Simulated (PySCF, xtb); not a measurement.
C2H10OSi2, SMILES COC[SiH2][SiH3]. The values are those of a single conformer.

Harmonic wavenumbers (cm⁻¹) from GFN2-xTB in xtb at its own minimum, in rising order: 32, 68, 81, 108, 209, 225, 359, 376, 455, 472, 477, 575, 657, 758, 781, 802, 814, 817, 829, 971, 1102, 1136, 1156, 1198, 1292, 1407, 1470, 1492, 1504, 2170, 2193, 2201, 2221, 2254, 2851, 2889, 2890, 2915, 3021.

What does PBE-D3(BJ)/def2-SVP (PySCF 2.14.0) give at its own minimum? (Estimate from the structure and the level; the computed values follow.)

55, 86, 122, 133, 218, 240, 353, 368, 420, 489, 534, 637, 669, 757, 817, 858, 892, 908, 910, 953, 1131, 1141, 1160, 1185, 1249, 1398, 1402, 1412, 1442, 2143, 2150, 2156, 2160, 2177, 2873, 2893, 2917, 2951, 3064. Paired by order, the mean absolute difference is 36 cm⁻¹ and the zero-point energies are 67.5 and 67.8 kcal/mol.
